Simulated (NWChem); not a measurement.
System: InH$_{3}$; SMILES [InH3]

NWChem input:

```
start job
memory heap 200 mb stack 900 mb global 1100 mb
geometry units angstroms noautoz
  In     0.000000     0.000000     0.000000
  H      1.233959     1.233959     0.000000
  H      0.451660    -1.685620     0.000000
  H     -1.685620     0.451660     0.000000
end
basis spherical
  * library def2-svp
end
ecp
  In library def2-ecp
end
dft
  xc xwpbe 0.80 cpbe96 1.0 hfexch 1.00
  cam 0.2 cam_alpha 0.2 cam_beta 0.8
  iterations 150
  mulliken
end
task dft energy
```

Parts of the log:

```
             Northwest Computational Chemistry Package (NWChem) 7.3.0
             --------------------------------------------------------

 D3H symmetry detected

                             Geometry "geometry" -> ""
                             -------------------------

 Output coordinates in angstroms (scale by  1.889725989 to convert to a.u.)

  No.       Tag          Charge          X              Y              Z
 ---- ---------------- ---------- -------------- -------------- --------------
    1 In                  49.0000     0.00000000     0.00000000     0.00000000
    2 H                    1.0000     1.23395926     1.23395926     0.00000000
    3 H                    1.0000     0.45166044    -1.68561969     0.00000000
    4 H                    1.0000    -1.68561969     0.45166044     0.00000000

 Effective nuclear repulsion energy (a.u.)      45.1013884493

      Symmetry information
      --------------------

 Group name             D3h
 Group number             27
 Group order              12
 No. of unique centers     2

 Summary of "ao basis" -> "ao basis" (spherical)
 ------------------------------------------------------------------------------
       Tag                 Description            Shells   Functions and Types
 ---------------- ------------------------------  ------  ---------------------
 In                         def2-svp                10       26   4s4p2d
 H                          def2-svp                 3        5   2s1p

      Symmetry analysis of basis
      --------------------------

        a1'         9
        a1"         0
        a2'         1
        a2"         5
        e'         20
        e"          6

  Rotation of axis

            General Information
            -------------------
          SCF calculation type: DFT
          Wavefunction type:  closed shell.
          No. of atoms     :     4
          No. of electrons :    24
           Alpha electrons :    12
            Beta electrons :    12
          Charge           :     0
          Spin multiplicity:     1
          Use of symmetry is: on ; symmetry adaption is: on
          Maximum number of iterations: 150
          AO basis - number of functions:    41
                     number of shells:    19
          Convergence on energy requested:  1.00D-06
          Convergence on density requested:  1.00D-05
          Convergence on gradient requested:  5.00D-04

              XC Information
              --------------
                     Hartree-Fock (Exact) Exchange  1.000
                     LC-wPBE(h)Exchange Functional  0.800
            Perdew 1991 LDA Correlation Functional  1.000 local
           PerdewBurkeErnz. Correlation Functional  1.000 non-local

           Range-Separation Parameters
           ---------------------------
           Alpha           :  0.20
           Beta            :  0.80
           Gamma           :  0.20
           Short-Range HF  :     F

             Grid Information
             ----------------
          Grid used for XC integration:  medium
          Radial quadrature: Mura-Knowles
          Angular quadrature: Lebedev.
          Tag              B.-S. Rad. Rad. Pts. Rad. Cut. Ang. Pts.
          ---              ---------- --------- --------- ---------
          In                  1.55      123           8.0       590
          H                   0.35       45           9.0       434
          Grid pruning is: on
          Number of quadrature shells:   168
          Spatial weights used:  Erf1

      Superposition of Atomic Density Guess
      -------------------------------------

 Sum of atomic energies:        -219.54813892

      Non-variational initial energy
      ------------------------------

 Total energy =    -190.689382
 1-e energy   =    -375.209394
 2-e energy   =     164.890716
 HOMO         =      -0.328381
 LUMO         =      -0.020858

      Symmetry analysis of molecular orbitals - initial
      -------------------------------------------------

  Numbering of irreducible representations:

     1 a1'         2 a1"         3 a2'         4 a2"         5 e'
     6 e"

  Orbital symmetries:

     1 a1'         2 e'          3 e'          4 a2"         5 e'
     6 e'          7 a1'         8 e"          9 e"         10 a1'
    11 e'         12 e'         13 a2"        14 a1'        15 e'
    16 e'         17 a1'        18 e'         19 e'         20 a2"
    21 e"         22 e"

     ---------------------------------------------
      Total Density - Mulliken Population Analysis
     ---------------------------------------------

    Atom       Charge   Shell Charges
 -----------   ------   -------------------------------------------------------
    1 In  21    20.37   2.60 -0.60  0.82  0.44  3.23  2.77  0.77  0.34  9.69  0.33
    2 H    1     1.21   0.68  0.53  0.01
    3 H    1     1.21   0.68  0.53  0.01
    4 H    1     1.21   0.68  0.53  0.01

   convergence    iter        energy       DeltaE   RMS-Dens  Diis-err
 ---------------- ----- ----------------- --------- --------- ---------
 d= 0,ls=0.0,diis     1   -191.8788261358 -2.12D+02  1.12D-02  4.48D-02
 d= 0,ls=0.0,diis     2   -191.8921725353 -1.33D-02  1.50D-03  2.21D-03
 d= 0,ls=0.0,diis     3   -191.8926229249 -4.50D-04  5.85D-04  5.55D-04
 d= 0,ls=0.0,diis     4   -191.8926787578 -5.58D-05  1.02D-04  7.73D-06
 d= 0,ls=0.0,diis     5   -191.8926808080 -2.05D-06  3.08D-05  2.43D-07
 d= 0,ls=0.0,diis     6   -191.8926809341 -1.26D-07  4.15D-06  3.12D-09

         Total DFT energy =     -191.892680934063
      One electron energy =     -375.469586202554
           Coulomb energy =      181.722943873159
    Exchange-Corr. energy =      -17.775334057400
 Nuclear repulsion energy =       19.629295452732

 Numeric. integr. density =       23.999989695233

                  Occupations of the irreducible representations
                  ----------------------------------------------

                     irrep           alpha         beta
                     --------     --------     --------
                     a1'               3.0          3.0
                     a1"               0.0          0.0
                     a2'               0.0          0.0
                     a2"               1.0          1.0
                     e'                6.0          6.0
                     e"                2.0          2.0

                       DFT Final Molecular Orbital Analysis
                       ------------------------------------

 Vector   10  Occ=2.000000D+00  E=-5.140800D-01  Symmetry=a1'
              MO Center=  8.6D-17,  3.5D-19,  2.2D-17, r^2= 2.5D+00
   Bfn.  Coefficient  Atom+Function         Bfn.  Coefficient  Atom+Function
  ----- ------------  ---------------      ----- ------------  ---------------
     3      0.638137  1 In s                  1     -0.405406  1 In s
    27      0.182386  2 H  s                 32      0.182386  3 H  s
    37      0.182386  4 H  s                  4      0.171162  1 In s
    19      0.095465  1 In d  0              28      0.089613  2 H  s
    33      0.089613  3 H  s                 38      0.089613  4 H  s

 Vector   11  Occ=2.000000D+00  E=-3.663191D-01  Symmetry=e'
              MO Center=  3.8D-01,  4.7D-01,  4.4D-16, r^2= 3.1D+00
   Bfn.  Coefficient  Atom+Function         Bfn.  Coefficient  Atom+Function
  ----- ------------  ---------------      ----- ------------  ---------------
    27      0.353096  2 H  s                 11      0.267906  1 In px
    28      0.246696  2 H  s                 12      0.239631  1 In py
    37     -0.193584  4 H  s                 32     -0.159513  3 H  s
    17     -0.157651  1 In d -2              38     -0.135250  4 H  s
    33     -0.111446  3 H  s                  8     -0.089123  1 In px

 Vector   12  Occ=2.000000D+00  E=-3.663191D-01  Symmetry=e'
              MO Center= -3.8D-01, -4.7D-01, -5.6D-16, r^2= 3.1D+00
   Bfn.  Coefficient  Atom+Function         Bfn.  Coefficient  Atom+Function
  ----- ------------  ---------------      ----- ------------  ---------------
    32      0.315626  3 H  s                 37     -0.295955  4 H  s
    12     -0.267906  1 In py                11      0.239631  1 In px
    33      0.220517  3 H  s                 38     -0.206774  4 H  s
    21      0.157651  1 In d  2               9      0.089123  1 In py
     6      0.083050  1 In py                 8     -0.079717  1 In px

 Vector   13  Occ=0.000000D+00  E=-1.018551D-02  Symmetry=a2"
              MO Center= -4.8D-16, -7.2D-19, -2.6D-18, r^2= 4.7D+00
   Bfn.  Coefficient  Atom+Function         Bfn.  Coefficient  Atom+Function
  ----- ------------  ---------------      ----- ------------  ---------------
    16      0.653714  1 In pz                13      0.468820  1 In pz
    10     -0.140331  1 In pz                 7     -0.129932  1 In pz

 Vector   14  Occ=0.000000D+00  E= 8.743535D-02  Symmetry=a1'
              MO Center= -3.2D-15, -2.7D-14,  3.0D-18, r^2= 4.3D+00
   Bfn.  Coefficient  Atom+Function         Bfn.  Coefficient  Atom+Function
  ----- ------------  ---------------      ----- ------------  ---------------
     4      1.266059  1 In s                 28     -0.758989  2 H  s
    33     -0.758989  3 H  s                 38     -0.758989  4 H  s
     3      0.668110  1 In s                  1     -0.338112  1 In s
    27     -0.216122  2 H  s                 32     -0.216122  3 H  s
    37     -0.216122  4 H  s                 19     -0.171058  1 In d  0

 Vector   15  Occ=0.000000D+00  E= 1.188013D-01  Symmetry=e'
              MO Center=  6.2D-01,  3.7D-02,  6.7D-16, r^2= 7.6D+00
   Bfn.  Coefficient  Atom+Function         Bfn.  Coefficient  Atom+Function
  ----- ------------  ---------------      ----- ------------  ---------------
    14      1.415898  1 In px                38      1.037096  4 H  s
    33     -0.664246  3 H  s                 15     -0.636753  1 In py
    28     -0.372850  2 H  s                 37      0.150418  4 H  s
    21     -0.148310  1 In d  2              11      0.135316  1 In px
    32     -0.096341  3 H  s                 12     -0.060854  1 In py

     ---------------------------------------------
      Total Density - Mulliken Population Analysis
     ---------------------------------------------

    Atom       Charge   Shell Charges
 -----------   ------   -------------------------------------------------------
    1 In  21    20.70   2.60 -0.60  0.94  0.29  3.22  2.79  1.10  0.31  9.62  0.42
    2 H    1     1.10   0.66  0.44  0.01
    3 H    1     1.10   0.66  0.44  0.01
    4 H    1     1.10   0.66  0.44  0.01

     -------------------------------------------
      Total Density - Lowdin Population Analysis
     -------------------------------------------

    Atom       Charge   Shell Charges
 -----------   ------   -------------------------------------------------------
    1 In  21    20.69   1.39  0.54  0.67  0.45  3.03  2.85  1.11  0.56  9.34  0.74
    2 H    1     1.10   0.58  0.50  0.02
    3 H    1     1.10   0.58  0.50  0.02
    4 H    1     1.10   0.58  0.50  0.02

     Multipole analysis of the density
     ---------------------------------

     L   x y z        total         alpha         beta         nuclear
     -   - - -        -----         -----         ----         -------
     0   0 0 0     -0.000000    -12.000000    -12.000000     24.000000

     1   1 0 0      0.000000      0.000000      0.000000     -0.000000
     1   0 1 0     -0.000000     -0.000000     -0.000000      0.000000
     1   0 0 1     -0.000000     -0.000000     -0.000000      0.000000

     2   2 0 0    -21.593307    -18.952905    -18.952905     16.312502
     2   1 1 0      0.000000      0.000000      0.000000     -0.000000
     2   1 0 1      0.000000      0.000000      0.000000      0.000000
     2   0 2 0    -21.593307    -18.952905    -18.952905     16.312502
     2   0 1 1     -0.000000     -0.000000     -0.000000      0.000000
     2   0 0 2    -16.676971     -8.338485     -8.338485      0.000000
```

Level: LRC-wPBEh/def2-SVP with def2 effective core potentials on In. Coordinates come from a PBE-D3(BJ)/def2-SVP optimisation. def2 effective core potentials on In; no spin-orbit coupling.
